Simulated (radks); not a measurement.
Results of a calculation; reference values are marked as such.
The nuclear charge of the lutetium ion Lu2+ is varied continuously with 69 electrons held in [Xe] 4f14 6s1. Level of theory: Dirac Kohn-Sham, LDA (Slater exchange, Perdew-Wang correlation), spin-unpolarised, spherical densities, finite nucleus; Fermi nuclear charge, rms radius 5.37 fm (a radial shooting solver on a logarithmic mesh with Libxc functionals). By the Hellmann-Feynman theorem dE/dZ = E(electron-nucleus)/Z, the electronic potential at the nucleus (averaged over a nucleus of fixed radius).

\begin{tabular}{lrrrrr}
Z & E (hartree) & E(electron-nucleus)/Z (hartree) & HOMO & e(HOMO) (eV) & <r> HOMO (bohr) \\ \hline
70.6 & -14366.6001 & -505.359 & 6s1/2 & -14.378 & 3.196 \\
70.8 & -14467.8910 & -507.550 & 6s1/2 & -16.115 & 3.111 \\
71 & -14569.6202 & -509.742 & 6s1/2 & -17.911 & 3.033 \\
71.2 & -14671.7879 & -511.936 & 6s1/2 & -19.764 & 2.961 \\
71.4 & -14774.3946 & -514.132 & 6s1/2 & -21.671 & 2.894 \\
71.6 & -14877.4407 & -516.330 & 6s1/2 & -23.633 & 2.831 \\
71.8 & -14980.9266 & -518.530 & 6s1/2 & -25.646 & 2.772 \\
72 & -15084.8529 & -520.733 & 6s1/2 & -27.711 & 2.716 \\
\end{tabular}

The central difference of E at Z = 71 is -509.742 hartree, to compare with the third column; the second derivative is -11 hartree.
